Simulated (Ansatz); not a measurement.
Reactions of CH$_{7}$FSiSn (`FC[SiH2][SnH3]`).

Isolated molecules relaxed with PBE0-D4/def2-TZVP in Ansatz; ΔE leaves out vibrations. CBS: MP2 limit from def2 TZ/QZ plus the TZ coupled-cluster correction, frozen cores. This one scheme is used for every species, atoms too. DFT in def2-TZVPP. No spin–orbit coupling; open shells (•) take unrestricted orbitals. Spin–orbit coupling would lower the free atoms: a little for C, F, Si; strongly for Sn. Elements past krypton have def2 core potentials. For Sn outer-core shells are correlated without core-valence functions, so the limit isn't a true one: a few kJ/mol of doubt a bond, and 10 to 20 or more in all where bonds break to atoms. Each species was taken in one conformer, which may not be the lowest.

```
                                                       reaction  CCSD(T)/CBS(def2) (kJ/mol)
                `FC[SiH2][SnH3]` + H–F → `FC[SiH2]F` + `[SnH4]`                         -97
                  `FC[SiH2][SnH3]` → C• + F• + 7 H• + Si• + Sn•                           ?
                `FC[SiH2][SnH3]` + H₂S → `FC[SiH2]S` + `[SnH4]`                         -28
                  `FC[SiH2][SnH3]` + H₂ → `[SiH3][SnH3]` + `CF`                         -42
         `FC[SiH2][SnH3]` → `[CH2]` (triplet) + `F[SiH2][SnH3]`                           ?
                `FC[SiH2][SnH3]` + H₂S → `S[SiH2][SnH3]` + `CF`                           ?
    `FC[SiH2][SnH3]` + `O[SiH3]` → `FC[SiH2]O[SiH3]` + `[SnH4]`                         -80
             `FC[SiH2][SnH3]` + CH₃OH → `CO[SiH2][SnH3]` + `CF`                        -102
`FC[SiH2][SnH3]` + `[SiH3]C=S` → `S=C[SiH2][SnH3]` + `FC[SiH3]`                          -4
```

Question: Fill in the missing values. (Best estimate.)

Answer: Ansatz gave: `FC[SiH2][SnH3]` → C• + F• + 7 H• + Si• + Sn•: +3285.4 kJ/mol; `FC[SiH2][SnH3]` → `[CH2]` (triplet) + `F[SiH2][SnH3]`: +242.1 kJ/mol; `FC[SiH2][SnH3]` + H₂S → `S[SiH2][SnH3]` + `CF`: -77.0 kJ/mol.

Largest T1 diagnostic: 0.015, for `[SiH3]C=S`.
